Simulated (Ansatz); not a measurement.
Reaction (cleavage of the Ga–Si bond): `[F][Ga]([F])[SiH3]` + HCl → `[F][Ga]([F])[Cl]` + SiH₄

Isolated molecules relaxed with PBE0-D4/def2-TZVP in Ansatz; ΔE leaves out vibrations. CCSD(T)/CBS is the MP2 limit (def2-TZVPP, def2-QZVPP) plus CCSD(T) − MP2 in def2-TZVPP, frozen cores. This one scheme is used for every species. Functionals use def2-TZVPP. For Ga outer-core shells are correlated without core-valence functions, which leaves a few kJ/mol of doubt a bond. Scalar relativity is left out up to krypton.

```csv
level,ΔE (eV)
B97M-V,-0.68
PBE0,-0.60
HF/def2-QZVPP,-0.97
HF/CBS(def2),-0.98
```

Q: What does CCSD(T)/CBS give? (An estimate is asked.)

A: Ansatz gave: -0.65 eV. The listed levels differ from it by -0.03, 0.05, -0.32, -0.33 eV.

Largest T1 diagnostic among the species: 0.015.

From BLYP to BHLYP (50 % exact exchange), in def2-TZVPP and without D4, ΔE moves by −0.18 eV. At CCSD(T), def2-SVP lies −0.20 eV from the extrapolated value and def2-TZVPP −0.08 eV.
